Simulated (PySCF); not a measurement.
**Spin states of BaBr**

Unrestricted PBE0; PySCF, spin-free X2C with a Gaussian nucleus, basis sets Ba x2c-TZVPPall, Br x2c-TZVPPall. Outer shells of the fragments: Ba 6s2; Br 3d10 4s2 4p5.

Followed along the bond (rough minima from three points):

```tsv
2Ms+1	unpaired	⟨S²⟩ at the start	R at minimum (Å)	Te (eV)
2	σ ↑	0.75	2.85	0.00
2	δ ↑	0.75	2.89	0.96
2	π ↑	0.75	2.90	1.06
4	σ ↑, π ↑, δ ↑	3.75	none in the scan	≤ 5.17
```

Solutions found at the starting distance of 2.900 Å, counted from the lowest of them; the search is not exhaustive and high or unbound solutions are not listed, so other states can lie among these:

```json
{"2Ms+1": "2", "unpaired": "σ ↑", "term": "²Σ⁺", "E (eV)": "0.00", "⟨S²⟩": "0.75", "⟨Lz²⟩": "0.00", "μ (D)": "-5.37"}
{"2Ms+1": "2", "unpaired": "δ ↑", "term": "²Δ", "E (eV)": "0.96", "⟨S²⟩": "0.75", "⟨Lz²⟩": "4.01", "μ (D)": "-8.38"}
{"2Ms+1": "2", "unpaired": "π ↑", "term": "²Π", "E (eV)": "1.05", "⟨S²⟩": "0.75", "⟨Lz²⟩": "1.00", "μ (D)": "-4.57"}
{"2Ms+1": "4", "unpaired": "σ ↑, π ↑, δ ↑", "term": "mixed", "E (eV)": "5.43", "⟨S²⟩": "3.75", "⟨Lz²⟩": "4.98", "μ (D)": "1.44"}
{"2Ms+1": "4", "unpaired": "σ ↑, π ↑↑", "term": "mixed", "E (eV)": "5.52", "⟨S²⟩": "3.75", "⟨Lz²⟩": "2.01", "μ (D)": "2.05"}
{"2Ms+1": "4", "unpaired": "σ ↑, π ↑↑", "term": "mixed", "E (eV)": "5.62", "⟨S²⟩": "3.75", "⟨Lz²⟩": "2.03", "μ (D)": "3.19"}
{"2Ms+1": "4", "unpaired": "σ ↑↑, π ↑", "term": "⁴Π", "E (eV)": "5.80", "⟨S²⟩": "3.75", "⟨Lz²⟩": "1.03", "μ (D)": "6.97"}
```

A term symbol is given only where ⟨S²⟩ and ⟨Lz²⟩ are close to those of a pure state; real π, δ and φ orbitals otherwise mix terms. A positive dipole means Ba(−)Br(+).

Spin–orbit coupling is left out. Counting both spins, an empty level lies below a filled one in some of these solutions, because spin and occupation are held.
